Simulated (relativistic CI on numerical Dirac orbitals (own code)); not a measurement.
A ladder of approximations for the levels of Cl III

Calculated with a relativistic CI code on KLI orbitals (one set per configuration, finite nucleus), adding one ingredient at a time: step 1, Dirac-Coulomb, each configuration alone; step 2, with Breit and QED terms; step 3, with configuration mixing; step 4, with scaled Slater integrals (0.85); step 5, with a P86 correlation estimate; step 6, tied to the ionisation limit. P86 is a density functional for the correlation energy, evaluated here for each configuration and added to its levels. Step 6 is semi-empirical: configurations made of the next ion and one excited electron move by -9374 cm⁻¹, so that their limit matches the tabulated ionisation energy, and those with a non-penetrating f or g electron also take the P86 value of the least penetrating other one.

Configuration list (outside the closed core [Ne]): 3s2 3p3, 3s 3p4, 3s2 3p2 4s, 3s2 3p2 4p, 3s2 3p2 4d, 3s2 3p2 5s, 3s2 3p2 3d, 3p5, 3s 3p3 3d, 3s2 3p2 4f, 3s2 3p2 5p, 3s2 3p 3d 4p, 3s2 3p 3d2, 3s2 3d2 4s, 3s2 3d2 4p, 3s2 3d2 4d, 3s2 3d2 5s, 3s2 3d3, 3p3 3d2, 3p2 3d2 4s, 3p2 3d2 4p, 3p2 3d2 4d, 3p2 3d2 5s, 3p2 3d3, 3s2 3p 3d 4s, 3s2 3d 4s2, 3s2 3d 4s 4p, 3s2 3d 4s 4d, 3s2 3d 4s 5s, 3s2 3p 4s2, 3s2 4s2 4p, 3s2 4s2 4d, 3s2 4s2 5s.

Computed minus measured energy above the ground level, in cm⁻¹, for 16 of the 51 excited levels that pair in every step (one J of a term; a digit in brackets numbers repeated terms):

```
Configuration  Term    J  Measured  Step 1  Step 2  Step 3  Step 4  Step 5  Step 6
      3s2 3p3   2D°  3/2     18053    4356    4362    3305     255     261     262
      3s2 3p3   2P°  1/2     29812    7608    7612    3430    -859    -842    -843
       3s 3p4    4P  5/2     98520    7720    7653    8103    9320    9971    8575
   3s2 3p2 4s    4P  1/2    173736    -165    -142   11077    6373   10904    1666
   3s2 3p2 4s    2P  1/2    178370    1450    1464   12112    6667   11288    2051
   3s2 3p2 4s    2D  5/2    188390    3643    3624   14531    7163   11647    2456
   3s2 3p2 4p   4D°  1/2    201073   -1500   -1494   10509    5850   11000    1709
   3s2 3p2 4p   4P°  1/2    204022   -1644   -1659   10834    5707   10855    1544
   3s2 3p2 4p   4S°  3/2    205938    -311    -346   12439    6844   11992    2676
   3s2 3p2 4p   2F°  5/2    216525    1739    1706   13130    5962   11114    1840
   3s2 3p2 4d    4F  3/2    239506   -2580   -2593    9941    5019   10619    1308
   3s2 3p2 4d    4D  3/2    241572   -2470   -2507   10122    4898   10492    1182
   3s2 3p2 4d    4P  5/2    242823   -2930   -2990   11407    5804   11320    2091
   3s2 3p2 5s    4P  1/2    244952   -3613   -3604    8896    3671   10406    1114
   3s2 3p2 4d    2D  3/2    248528   -3769   -3811   14755    8044   13266    3980
   3s2 3p2 5s    2D  5/2    258886    -282    -316   12115    4546   10965    1658
```

Mean absolute errors in cm⁻¹, over all paired levels and for the configurations:

| Configuration, levels | Step 1 | Step 2 | Step 3 | Step 4 | Step 5 | Step 6 |
| --- | --- | --- | --- | --- | --- | --- |
| all, 51 | 2658 | 2668 | 10927 | 5718 | 10310 | 2227 |
| 3s2 3p3, 4 | 5984 | 5984 | 3362 | 558 | 552 | 553 |
| 3s 3p4, 3 | 7766 | 7681 | 8101 | 9320 | 9973 | 8570 |
| 3s2 3p2 4s, 7 | 1539 | 1523 | 12418 | 6746 | 11275 | 2059 |
| 3s2 3p2 4p, 18 | 1458 | 1464 | 12126 | 6019 | 11160 | 1886 |
| 3s2 3p2 4d, 15 | 2686 | 2731 | 11686 | 5974 | 11452 | 2162 |
| 3s2 3p2 5s, 4 | 2749 | 2770 | 9757 | 4069 | 10517 | 1211 |

Measured levels: Moore, Atomic Energy Levels, vol. I, NSRDS-NBS 35 (1971 reprint of NBS Circular 467, 1949). The analysis dates from before 1960.

Task: What does each ingredient do to the ground and the excited configurations, and where is the model closest to experiment?

Result: Terms of the ground configuration are off by 5984 at first, 3362 with mixing and 558 after scaling, which stands in for the correlation that narrows term splittings. Mixing lowers the ground level by 15432, with 3s 3p3 3d as its largest admixture; relative to it the configurations that move most are 3s2 3p2 4d by +14417, 3s2 3p2 5s by +12527, 3s2 3p2 4p by +12001. Configurations whose own partners of that kind are not in the list rise by much of that lowering, so a short list can trade one imbalance for another. The P86 estimate moves 3s2 3p2 5s by +6448, 3s2 3p2 4d by +5478, 3s2 3p2 4p by +5142, and takes the mean absolute error of the excited configurations from 6157 to 11140; it adds to levels that were already too high. Step 6 takes that error from 11140 to 2369; the error more than halves for 3s2 3p2 4s, 3s2 3p2 4p, 3s2 3p2 4d, 3s2 3p2 5s. The mean absolute error is lowest at step 6 (2227 cm⁻¹), and the largest single drop is from step 5 to 6 (10310 to 2227).
